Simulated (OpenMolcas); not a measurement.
# Os³⁺: effect of the basis set

- Program: OpenMolcas
- Method: MS-CASPT2, IPEA 0.25 Eh, imaginary shift 0.1 Eh (closed shells correlated: 5s 5p)
- Active space: 5 electrons in 5 orbitals (5d)
- State averaging: 2S+1 = 6 even, 1 root; 2S+1 = 4 even, 24 roots; 2S+1 = 2 even, 75 roots
- Spin-orbit coupling: state interaction with AMFI integrals over the reference wave functions, term energies averaged over their components

A. ANO-R1 [7s5p4d2f], X2C, finite nucleus; CASPT2 step of the order of 13 core-seconds
B. ANO-RCC-VDZP [7s6p4d2f1g], DKH2, point nucleus; CASPT2 step of the order of 9 core-seconds
C. ANO-R2 [8s6p5d3f1g], X2C, finite nucleus; CASPT2 step of the order of 18 core-seconds
D. ANO-RCC-VTZP [8s7p5d3f2g1h], DKH2, point nucleus; CASPT2 step about 30 core-seconds
E. ANO-R3 [10s7p6d4f3g2h], X2C, finite nucleus; CASPT2 step about 90 core-seconds
F. ANO-RCC-VQZP [9s8p6d4f3g2h], DKH2, point nucleus; CASPT2 step of the order of 80 core-seconds

Energies in eV above 5d⁵ ⁶S_5/2.

```csv
Level,A,B,C,D,E,F
5d⁵ ⁶S_5/2,0.0000,0.0000,0.0000,0.0000,0.0000,0.0000
5d⁵ ⁴G_7/2 [65 %],2.782,2.791,2.672,2.686,2.581,2.604
5d⁵ ⁴G_11/2,2.933,2.946,2.810,2.818,2.715,2.739
5d⁵ ⁴G_9/2,3.032,3.050,2.894,2.903,2.807,2.830
5d⁵ ⁴P_1/2 [60 %],3.145,3.190,3.078,3.094,2.993,3.022
5d⁵ ⁴D_7/2 [68 %],3.564,3.600,3.387,3.406,3.309,3.332
5d⁵ ⁴D_1/2 [64 %],3.991,4.056,3.830,3.845,3.753,3.779
5d⁵ ²I_11/2 [74 %],4.256,4.283,4.095,4.099,3.960,3.994
5d⁵ ²I_13/2,4.651,4.689,4.461,4.462,4.325,4.359
5d⁵ ²H_9/2 [51 %],5.317,5.375,5.154,5.169,5.029,5.066
5d⁵ ²F_5/2(2) [52 %],5.712,5.774,5.488,5.509,5.363,5.403
5d⁵ ²F_7/2(1) [51 %],5.775,5.872,5.602,5.610,5.487,5.519
5d⁵ ²H_11/2 [71 %],6.245,6.344,6.049,6.049,5.916,5.957
5d⁵ ²S_1/2,6.258,6.319,5.995,6.035,5.876,5.916
5d⁵ ²D_3/2(2),6.995,7.066,6.753,6.789,6.610,6.657
5d⁵ ²D_5/2(2) [62 %],7.498,7.599,7.219,7.247,7.085,7.130
5d⁵ ²G_9/2(2),7.890,7.941,7.551,7.596,7.395,7.441
5d⁵ ²G_7/2(2),8.109,8.176,7.759,7.799,7.608,7.653
5d⁵ ²P_3/2,8.988,9.024,8.569,8.651,8.400,8.463
5d⁵ ²P_1/2,9.433,9.494,8.979,9.055,8.821,8.882
5d⁵ ²D_5/2(3),10.149,10.239,9.776,9.853,9.595,9.663
5d⁵ ²D_3/2(3),10.438,10.536,10.034,10.109,9.857,9.924
```

Among A to F the level of the table that moves most is 5d⁵ ²D_3/2(3), by 5500 cm-1 (lowest in E, highest in B). Moves below CASPT2's spread within the term are not significant.

CASPT2 does not keep the components of a term degenerate, so their means are used; among the terms shown or strongly mixed into the levels shown the widest spread is 830 cm-1 (5d⁵ ⁴F, D). Blocks of more than 70 roots (2S+1 = 2 even) ran without multistate coupling. The CASPT2 spread within a term exceeds the gap to the next term for 5d⁵ ²F(1) and 5d⁵ ⁴F, 5d⁵ ²H and 5d⁵ ²G(1), so the order of their levels is uncertain, and so are names and mixing where such terms share a J (figures for A; the like holds for B, D, E, F). The basis is small and was not contracted for so high a charge (holds for A; B). Only configurations of the active space appear. The table leaves out levels that lie high or whose names do not pair safely across all columns.

A share in square brackets marks a mixed level and gives the weight of the term that names it, the lowest over the columns. A number in round brackets counts repeated terms of one configuration in the order of the reference energies.
